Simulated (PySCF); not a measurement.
Electron correlation in Ho (holmium, neutral)

[Xe] 4f10 5d1 6s2, one real determinant (an excited configuration). All numbers are calculated (PySCF 2.14, the spin-free X2C one-electron Hamiltonian (Gaussian nucleus), in x2c-TZVPPall (11s7p7d4f2g, 113 functions)). Frozen: [Ar] 3d10; 39 electrons correlated.

MP2 pair energies summed by pair of shells (mhartree):

```csv
pair,energy,share (%)
4f-4f,-301.33,21.1
4d-4f,-297.49,20.8
4f-5p,-181.27,12.7
4d-4d,-115.37,8.1
5p-5p,-110.37,7.7
4d-5p,-60.11,4.2
4f-5s,-41.80,2.9
4p-4d,-39.51,2.8
4p-4f,-37.88,2.7
5p-6s,-31.06,2.2
5s-5p,-30.90,2.2
5p-5d,-24.40,1.7
4d-5s,-23.76,1.7
4s-4d,-16.64,1.2
6s-6s,-16.58,1.2
4s-4f,-14.98,1.0
4f-5d,-14.33,1.0
4f-6s,-14.02,1.0
4p-4p,-9.82,0.7
5d-6s,-9.43,0.7
4p-5p,-8.12,0.6
5s-5s,-5.75,0.4
4p-5s,-4.40,0.3
4s-4p,-4.27,0.3
4d-5d,-3.28,0.2
5s-5d,-2.93,0.2
4d-6s,-2.79,0.2
5s-6s,-1.59,0.1
4s-4s,-1.34,0.1
4s-5p,-0.88,0.1
```

Total MP2 correlation energy: -1427.9 mhartree.

Same-spin part -547.75 and opposite-spin part -880.19 mhartree; SCS-MP2 scales them by 1/3 and 6/5 to -1238.8 mhartree.

The reference is one real determinant that mixes LS terms of this configuration.

This basis was not built for core-valence correlation, so the inner-shell part is incomplete.
